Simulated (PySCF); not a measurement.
P (phosphorus, neutral): UHF calculation

Configuration: [Ne] 3s2 3p3, high-spin 4S determinant. All numbers are calculated (PySCF 2.14, the non-relativistic Hamiltonian (point nucleus), in pcseg-2).

```json
{
 "Total energy": "-340.709213 hartree",
 "One-electron energy": "-471.6717 hartree",
 "Hartree (Coulomb) energy": "153.6126 hartree",
 "Exchange energy": "-22.6501 hartree",
 "Kinetic energy": "341.43984 hartree",
 "⟨S²⟩": "3.7501",
 "⟨L²⟩": "0.000",
 "Sum of ⟨r⟩": "14.99 bohr",
 "Sum of ⟨r²⟩": "30.40 bohr²",
 "Density at the nucleus (Gaussians lack the cusp)": "2140 bohr⁻³",
 "Spin density at the nucleus": "0.0878 bohr⁻³",
 "Langevin diamagnetic susceptibility": "-24.1 ×10⁻⁶ cm³/mol",
 "Time after the integrals": "0.13 s of wall time on 1 thread of Neoverse-N1 (shared host)"
}
```

| shell | electrons | mean orbital energy (hartree) | rms radius, mean of both spins (bohr) |
| --- | --- | --- | --- |
| 1s α | 1 | -79.92707 | 0.120 |
| 1s β | 1 | -79.90618 | 0.120 |
| 2s α | 1 | -7.51091 | 0.563 |
| 2s β | 1 | -7.48822 | 0.563 |
| 2p α | 3 | -5.41140 | 0.540 |
| 2p β | 3 | -5.37048 | 0.540 |
| 3s α | 1 | -0.83539 | 2.09 |
| 3s β | 1 | -0.55761 | 2.09 |
| 3p α | 3 | -0.39190 | 2.53 |
